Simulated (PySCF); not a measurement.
Isomers of C6H12O2SSi.

All values: PBE0/pcSseg-1 (PySCF) at GFN2-xTB geometries, gas phase, one conformer each.

Question: Rank by the highest Hirshfeld charge on any atom, lowest value first.
A. `[CH3:1][CH2:2][Si:3]1([O:4][C:5]([CH3:6])=[O:7])[CH2:8][S:9][CH2:10]1` with C1–C2–Si3–O4 -42°, C2–Si3–O4–C5 -54°, Si3–O4–C5–C6 175°, C2–Si3–C8–S9 -109°, Si3–C8–S9–C10 -9°, C8–S9–C10–Si3 9°, C2–Si3–C10–S9 109°
B. `[O:1]=[S@@:2]1[C@H:3]2[CH2:4][CH2:5][C@:6]1([O:7][SiH3:8])[CH2:9][CH2:10]2` with C5–C6–O7–Si8 149°
C. `[CH3:1][C:2](=[O:3])[C@@H:4]1[CH2:5][C@@:6]1([SiH3:7])[S@:8]([CH3:9])=[O:10]` with C1–C2–C4–C5 -128°, C5–C6–S8–C9 146°
D. `[CH2:1]=[CH:2][C@@:3]1([S:4]([CH3:5])(=[O:6])=[O:7])[SiH2:8][C@H:9]1[CH3:10]` with C1–C2–C3–S4 -22°, C2–C3–S4–C5 -63°
E. `[CH3:1][O:2][C@@H:3]1[Si@@H:4]([S:5][CH3:6])[C@@:7]1([CH3:8])[CH:9]=[O:10]` with C1–O2–C3–Si4 -85°, C3–Si4–S5–C6 117°, Si4–C7–C9–O10 -117°
F. `[CH2:1]=[C:2]([O:3][CH2:4][CH3:5])[SiH2:6][O:7][C:8]([CH3:9])=[S:10]` with C1–C2–O3–C4 -5°, C2–O3–C4–C5 -175°, C1–C2–Si6–O7 133°, C2–Si6–O7–C8 66°, Si6–O7–C8–C9 22°

Answer: E (+0.281 e), C (+0.347 e), B (+0.366 e), F (+0.415 e), A (+0.453 e), D (+0.514 e).

Question: Rank by dipole moment, highest first.
A. `[CH3:1][S@@:2](=[O:3])[C@H:4]1[CH2:5][C@H:6]([CH:7]=[O:8])[CH2:9][SiH2:10]1` with C1–S2–C4–C5 164°, C5–C6–C7–O8 131°, S2–C4–C5–C6 79°, C4–C5–C6–C7 170°, C5–C6–C9–Si10 -38°, C6–C9–Si10–C4 14°
B. `[CH2:1]=[CH:2][C@@:3]1([S:4]([CH3:5])(=[O:6])=[O:7])[SiH2:8][C@H:9]1[CH3:10]` with C1–C2–C3–S4 -22°, C2–C3–S4–C5 -63°
C. `[CH2:1]=[C:2]([CH2:3][O:4][CH3:5])[SiH2:6][O:7][C:8]([CH3:9])=[S:10]` with C1–C2–C3–O4 -151°, C2–C3–O4–C5 85°, C1–C2–Si6–O7 -15°, C2–Si6–O7–C8 180°, Si6–O7–C8–C9 180°
D. `[CH3:1][CH2:2][Si:3]1([O:4][C:5]([CH3:6])=[O:7])[CH2:8][S:9][CH2:10]1` with C1–C2–Si3–O4 -42°, C2–Si3–O4–C5 -54°, Si3–O4–C5–C6 175°, C2–Si3–C8–S9 -109°, Si3–C8–S9–C10 -9°, C8–S9–C10–Si3 9°, C2–Si3–C10–S9 109°
E. `[CH3:1][CH2:2][O:3]/[CH:4]=[CH:5]/[Si@@H:6]1[O:7][CH2:8][CH2:9][S:10]1` with C1–C2–O3–C4 180°, C2–O3–C4–C5 -1°, C4–C5–Si6–O7 -3°, C5–Si6–O7–C8 -117°, Si6–O7–C8–C9 -28°, O7–C8–C9–S10 44°, C8–C9–S10–Si6 -35°
F. `[CH3:1][S:2]/[CH:3]=[C:4](\[CH3:5])[CH2:6][SiH2:7][C:8](=[O:9])[OH:10]` with C1–S2–C3–C4 -175°, C3–C4–C6–Si7 91°, C4–C6–Si7–C8 -63°, C6–Si7–C8–O9 -26°, Si7–C8–O10–H 179°

Answer: A (5.53 D), B (4.20 D), C (3.81 D), D (2.75 D), E (1.24 D), F (0.89 D).

Question: Rank by HOMO energy, highest first.
A. `[CH2:1]=[C:2]([CH2:3][O:4][CH3:5])[SiH2:6][O:7][C:8]([CH3:9])=[S:10]` with C1–C2–C3–O4 -151°, C2–C3–O4–C5 85°, C1–C2–Si6–O7 -15°, C2–Si6–O7–C8 180°, Si6–O7–C8–C9 180°
B. `[CH3:1][CH2:2][O:3]/[CH:4]=[CH:5]/[Si@@H:6]1[O:7][CH2:8][CH2:9][S:10]1` with C1–C2–O3–C4 180°, C2–O3–C4–C5 -1°, C4–C5–Si6–O7 -3°, C5–Si6–O7–C8 -117°, Si6–O7–C8–C9 -28°, O7–C8–C9–S10 44°, C8–C9–S10–Si6 -35°
C. `[CH2:1]=[C:2]([O:3][CH2:4][CH3:5])[SiH2:6][O:7][C:8]([CH3:9])=[S:10]` with C1–C2–O3–C4 -5°, C2–O3–C4–C5 -175°, C1–C2–Si6–O7 133°, C2–Si6–O7–C8 66°, Si6–O7–C8–C9 22°
D. `[CH2:1]=[CH:2][C@@:3]1([S:4]([CH3:5])(=[O:6])=[O:7])[SiH2:8][C@H:9]1[CH3:10]` with C1–C2–C3–S4 -22°, C2–C3–S4–C5 -63°
E. `[CH3:1][S:2]/[CH:3]=[C:4](\[CH3:5])[CH2:6][SiH2:7][C:8](=[O:9])[OH:10]` with C1–S2–C3–C4 -175°, C3–C4–C6–Si7 91°, C4–C6–Si7–C8 -63°, C6–Si7–C8–O9 -26°, Si7–C8–O10–H 179°

Answer: E (-5.65 eV), C (-6.14 eV), A (-6.47 eV), B (-6.63 eV), D (-6.83 eV).

All values together:

```tsv
SMILES	μ (D)	HOMO (eV)	LUMO (eV)	lowest IAO charge (e)	highest IAO charge (e)	lowest Hirshfeld charge (e)	highest Hirshfeld charge (e)
CC[Si]1(OC(C)=O)CSC1	2.75	-6.26	-0.28	-0.649 (C)	+1.254 (Si)	-0.246 (O)	+0.453 (Si)
CCO/C=C/[Si@@H]1OCCS1	1.24	-6.63	0.10	-0.649 (O)	+1.074 (Si)	-0.231 (O)	+0.381 (Si)
C=C[C@@]1(S(C)(=O)=O)[SiH2][C@H]1C	4.20	-6.83	-0.69	-0.909 (O)	+1.993 (S)	-0.307 (O)	+0.514 (S)
C=C(COC)[SiH2]OC(C)=S	3.81	-6.47	-1.23	-0.533 (O)	+0.950 (Si)	-0.162 (S)	+0.350 (Si)
O=[S@@]1[C@H]2CC[C@]1(O[SiH3])CC2	3.49	-6.77	0.08	-0.905 (O)	+1.003 (S)	-0.339 (O)	+0.366 (Si)
CC(=O)[C@@H]1C[C@@]1([SiH3])[S@](C)=O	2.41	-6.80	-1.11	-0.912 (O)	+1.116 (S)	-0.352 (O)	+0.347 (S)
CS/C=C(\C)C[SiH2]C(=O)O	0.89	-5.65	-0.52	-0.530 (C)	+0.715 (Si)	-0.260 (O)	+0.342 (Si)
CO[C@@H]1[Si@@H](SC)[C@@]1(C)C=O	3.00	-6.62	-1.05	-0.494 (C)	+0.630 (Si)	-0.243 (O)	+0.281 (Si)
C[S@@](=O)[C@H]1C[C@H](C=O)C[SiH2]1	5.53	-6.86	-0.68	-0.909 (O)	+1.090 (S)	-0.340 (O)	+0.341 (S)
C=C(OCC)[SiH2]OC(C)=S	4.80	-6.14	-1.27	-0.538 (O)	+1.000 (Si)	-0.199 (S)	+0.415 (Si)
```

Conformers: `[CH3:1][CH2:2][Si:3]1([O:4][C:5]([CH3:6])=[O:7])[CH2:8][S:9][CH2:10]1` with C1–C2–Si3–O4 -42°, C2–Si3–O4–C5 -54°, Si3–O4–C5–C6 175°, C2–Si3–C8–S9 -109°, Si3–C8–S9–C10 -9°, C8–S9–C10–Si3 9°, C2–Si3–C10–S9 109°; `[CH3:1][CH2:2][O:3]/[CH:4]=[CH:5]/[Si@@H:6]1[O:7][CH2:8][CH2:9][S:10]1` with C1–C2–O3–C4 180°, C2–O3–C4–C5 -1°, C4–C5–Si6–O7 -3°, C5–Si6–O7–C8 -117°, Si6–O7–C8–C9 -28°, O7–C8–C9–S10 44°, C8–C9–S10–Si6 -35°; `[CH2:1]=[CH:2][C@@:3]1([S:4]([CH3:5])(=[O:6])=[O:7])[SiH2:8][C@H:9]1[CH3:10]` with C1–C2–C3–S4 -22°, C2–C3–S4–C5 -63°; `[CH2:1]=[C:2]([CH2:3][O:4][CH3:5])[SiH2:6][O:7][C:8]([CH3:9])=[S:10]` with C1–C2–C3–O4 -151°, C2–C3–O4–C5 85°, C1–C2–Si6–O7 -15°, C2–Si6–O7–C8 180°, Si6–O7–C8–C9 180°; `[O:1]=[S@@:2]1[C@H:3]2[CH2:4][CH2:5][C@:6]1([O:7][SiH3:8])[CH2:9][CH2:10]2` with C5–C6–O7–Si8 149°; `[CH3:1][C:2](=[O:3])[C@@H:4]1[CH2:5][C@@:6]1([SiH3:7])[S@:8]([CH3:9])=[O:10]` with C1–C2–C4–C5 -128°, C5–C6–S8–C9 146°; `[CH3:1][S:2]/[CH:3]=[C:4](\[CH3:5])[CH2:6][SiH2:7][C:8](=[O:9])[OH:10]` with C1–S2–C3–C4 -175°, C3–C4–C6–Si7 91°, C4–C6–Si7–C8 -63°, C6–Si7–C8–O9 -26°, Si7–C8–O10–H 179°; `[CH3:1][O:2][C@@H:3]1[Si@@H:4]([S:5][CH3:6])[C@@:7]1([CH3:8])[CH:9]=[O:10]` with C1–O2–C3–Si4 -85°, C3–Si4–S5–C6 117°, Si4–C7–C9–O10 -117°; `[CH3:1][S@@:2](=[O:3])[C@H:4]1[CH2:5][C@H:6]([CH:7]=[O:8])[CH2:9][SiH2:10]1` with C1–S2–C4–C5 164°, C5–C6–C7–O8 131°, S2–C4–C5–C6 79°, C4–C5–C6–C7 170°, C5–C6–C9–Si10 -38°, C6–C9–Si10–C4 14°; `[CH2:1]=[C:2]([O:3][CH2:4][CH3:5])[SiH2:6][O:7][C:8]([CH3:9])=[S:10]` with C1–C2–O3–C4 -5°, C2–O3–C4–C5 -175°, C1–C2–Si6–O7 133°, C2–Si6–O7–C8 66°, Si6–O7–C8–C9 22°.
